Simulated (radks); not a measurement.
Excited configurations of the cobalt ion Co12+: one electron is placed in a higher orbital outside [Ne] 3s2 3p2. The ground configuration is [Ne] 3s2 3p3. Method: scalar-relativistic Kohn-Sham, PBE, spin-unpolarised, spherical densities, point nucleus; computed with a radial shooting solver on a logarithmic mesh with Libxc functionals. Excitation = E - E(ground); binding = E(ion) - E, where the ion is the core of charge +13; n* = 13/sqrt(2 binding) in atomic units. These energies are relativistic, and a one-electron ion of charge +13 with no core already has n* below n in this formula (scalar-relativistic equation, point nucleus: 3d 2.999, 4s 3.996, 4p 3.998, 4d 3.999, 5s 4.996, 5p 4.998, 5d 4.999, 5f 4.999, 6s 5.996, 6f 5.999, 7d 6.999). The quantum defect is therefore taken as that value minus n*, so that it holds no relativistic shift of the bare ion.

outer orbital  excitation (eV)  binding (eV)     n*  quantum defect
3d                      57.867        315.23  2.701           0.299
4s                      173.35        199.74  3.393           0.603
4p                      187.79        185.30  3.523           0.475
4d                      208.29        164.81  3.735           0.264
5s                      253.72        119.37  4.389           0.607
5p                      260.54        112.56  4.520           0.478
5d                      270.10        103.00  4.725           0.274
5f                      276.54        96.561  4.880           0.120
6s                      293.75        79.349  5.383           0.613
6f                      306.23        66.864  5.864           0.135
7d                      321.96        51.134  6.706           0.293

The Delta-SCF ionisation energy is 373.10 eV (NIST Atomic Spectra Database: 379 eV, semi-empirical). Self-interaction in the functional shifts the binding energies and quantum defects, so they are the method's values and not measured ones. Spin polarisation and multiplet splitting are left out, so open shells lie too high by an amount that depends on their filling.

Beside tabulated values, note that spin-unpolarised runs miss the spin-polarisation part of the exchange energy of open shells.
